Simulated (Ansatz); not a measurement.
Reaction (ligand exchange at a W–C bond): `[CH3][W](=[S])(=[S])[Cl]` + HCl → `[S]=[W](=[S])([Cl])[Cl]` + CH₄

Gas-phase electronic energies from Ansatz, PBE0-D4/def2-TZVP geometries. CBS: MP2 limit from def2 TZ/QZ plus the TZ coupled-cluster correction, frozen cores. This one scheme is used for every species. Functionals use def2-TZVPP. B3LYP here is the variant with VWN-RPA as its local correlation; programs differ in this. HSE06 is defined as in plane-wave codes. Elements past krypton have def2 core potentials. For W outer-core shells are correlated without core-valence functions, which leaves a few kJ/mol of doubt a bond.

`[CH3][W](=[S])(=[S])[Cl]`:

Z-matrix (Å, degrees):
```
C
W 1 2.089
H 1 1.095 2 108.0
H 1 1.095 2 108.0 3 -119.0
H 1 1.091 2 112.9 3 120.5
S 2 2.113 1 104.3 3 -178.3
S 2 2.113 1 104.3 3 -62.8
Cl 2 2.250 1 110.1 3 59.5
```

HCl:

```xyz
2

Cl    0.431    0.231   -0.411
H    -0.431   -0.231    0.411
```

`[S]=[W](=[S])([Cl])[Cl]`:

```xyz
5

S    -1.552    1.274   -0.647
W     0.000    0.000    0.000
S    -0.443   -1.957   -0.652
Cl    1.924    0.662   -0.941
Cl    0.072    0.021    2.240
```

CH₄:

Cartesian coordinates in Å:
```
C 0.000 0.000 0.000
H 0.092 -0.980 -0.468
H 0.974 0.489 0.013
H -0.361 -0.118 1.021
H -0.704 0.608 -0.567
```

```csv
level,ΔE (kJ/mol),difference from CCSD(T)/CBS
LDA (SPW92),-133.4,-2.6
PBE-D4,-137.5,-6.7
revPBE-D4,-137.6,-6.8
r2SCAN-D4,-140.4,-9.6
B97M-V,-143.7,-12.9
PBE0-D4,-134.0,-3.2
B3LYP-D4,-138.7,-7.9
r2SCAN0-D4,-135.9,-5.1
HSE06-D4,-134.4,-3.6
BHLYP-D4,-136.4,-5.6
CAM-B3LYP-D4,-133.4,-2.6
ωB97X-V,-129.4,1.4
ωB97M-V,-129.4,1.4
B2PLYP,-142.9,-12.1
PBE-QIDH,-138.2,-7.4
PBE,-138.1,-7.3
revPBE,-139.0,-8.2
BLYP,-142.4,-11.6
r2SCAN,-140.9,-10.1
r2SCANh,-139.1,-8.3
r2SCAN0,-136.4,-5.6
HSE06,-134.9,-4.1
BHLYP,-135.7,-4.9
CAM-B3LYP,-133.9,-3.1
LC-ωPBE,-126.7,4.1
RPA@PBE/def2-TZVPP,-126.3,4.5
HF/def2-SVP,-128.6,2.2
MP2/def2-SVP,-148.9,-18.1
CCSD/def2-SVP,-126.0,4.8
CCSD(T)/def2-SVP,-130.8,0.0
HF/def2-TZVPP,-129.1,1.7
MP2/def2-TZVPP,-147.5,-16.7
CCSD/def2-TZVPP,-122.3,8.5
CCSD(T)/def2-TZVPP,-127.8,3.0
HF/def2-QZVPP,-129.1,1.7
MP2/def2-QZVPP,-149.3,-18.5
SCS-MP2/def2-QZVPP,-143.9,-13.1
HF/CBS(def2),-129.1,1.7
MP2/CBS(def2),-150.6,-19.8
CCSD/CBS(def2),-125.3,5.5
CCSD(T)/CBS,-130.8,0
```

Largest T1 diagnostic among the species: 0.022, so the coupled-cluster value is less sure than usual.

From PBE to PBE0 (25 % exact exchange), in def2-TZVPP and without D4, ΔE moves by +3.5 kJ/mol. Leaving LDA and LC-ωPBE aside and taking each functional with its dispersion term where it has one, the values spread over 14.4 kJ/mol, from B97M-V to ωB97X-V. LDA lies +4.7 kJ/mol from PBE without D4.
